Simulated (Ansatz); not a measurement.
ClFGaGeH3, SMILES `[F][Ga]([Cl])[GeH3]`. Total charge 0; spin multiplicity 1.

| atom | x (Å) | y (Å) | z (Å) |
| --- | --- | --- | --- |
| F1 | 2.633 | -0.254 | -0.394 |
| Ga2 | 0.935 | -0.618 | -0.632 |
| Cl3 | 0.645 | -2.161 | -2.082 |
| Ge4 | -0.789 | 0.568 | 0.590 |
| H5 | -2.133 | -0.144 | 0.401 |
| H6 | -0.876 | 1.999 | 0.042 |
| H7 | -0.415 | 0.610 | 2.076 |

**Question.** What are the harmonic wavenumbers in cm⁻¹ at PBE0-D4/def2-TZVP (Ansatz, finite differences of forces, unscaled)? (An estimate is asked.)

**Answer.** Ansatz gave: 6i, 75, 124, 158, 249, 429, 443, 461, 677, 777, 876, 878, 2162, 2174, 2181.
